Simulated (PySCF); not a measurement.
**Cl²⁺: ionisation energy**

Cl²⁺ [Ne] 3s2 3p3 (4S) → Cl³⁺ [Ne] 3s2 3p2 (3P), as a difference of total energies. Computed with PySCF 2.14 in x2c-QZVPPall (9s6p4d2f1g, 70 functions), with the spin-free X2C one-electron Hamiltonian (Gaussian nucleus). Correlated levels: valence: [Ne] frozen. The calculations carry no spin-orbit coupling.

| method | ionisation energy (eV) |
| --- | --- |
| UHF | 38.955 |
| MP2 (valence) | 39.656 |
| SCS-MP2 (valence) | 39.453 |
| CCSD (valence) | 39.577 |
| CCSD(T) (valence) | 39.620 |

Q: How much does correlation contribute at CCSD(T) (valence)?

A: 39.620 − (38.955) = 0.665 eV, measured against UHF.

A first-order spin-orbit estimate (lowest level to lowest level, LS coupling) adds -0.102 eV.

Errors of the correlated levels include the incompleteness of this basis and the frozen core.

For comparison: 39.8 ± 0.11 eV (semi-empirical (NIST evaluation); NIST Atomic Spectra Database, ionization energies).
